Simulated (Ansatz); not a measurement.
Species: CH3Zn, net charge 1, singlet state. 
Structure (B3LYP-D3(BJ)/def2-TZVP (Ansatz, an electronic-structure program) minimum search):
SMILES: [CH3][Zn+]
```xyz
5

Zn    -0.3464    -0.1992    -0.2734
C      1.0935     0.6288     0.8630
H      1.5632    -0.2249     1.3432
H      0.5446     1.2815     1.5361
H      1.7219     1.1459     0.1433
```
Charge +1, spin multiplicity 1.

Wanted: vertical ionisation energy (to the doublet state of charge +2; each state is the SCF solution reached for its spin; the molecule has degenerate orbitals, so one determinant may break the symmetry; for the singlet the Hartree-Fock reference is unstable and T1 is 0.016), in eV. Valence correlation only, unless marked. Open shells are spin-unrestricted. No spin-orbit coupling. Frozen are the shells of the preceding noble gas and the d and f shells that filled before the atom's block. No relativistic terms. CBS marks a two-point X^-3 extrapolation of the correlation energy; Hartree-Fock from the larger set. The bracket is a focal-point correction in the basis named.

| level | program | vertical ionisation energy (eV) |
|---|---|---|
| HF/def2-TZVPPD | Ansatz | 15.16 |
| HF/def2-QZVPPD | Ansatz | 15.14 |
| BHLYP/def2-TZVPD | Ansatz | 16.88 |
| CAM-B3LYP/def2-TZVPD | Ansatz | 17.32 |

### Question
What does RI-MP2/CBS(def2-TZVPPD,def2-QZVPPD)+[CCSD(T)-MP2]/def2-TZVPPD (Ansatz) give?

### Answer
17.21 eV, so CAM-B3LYP/def2-TZVPD differs from it by 0.11 eV.
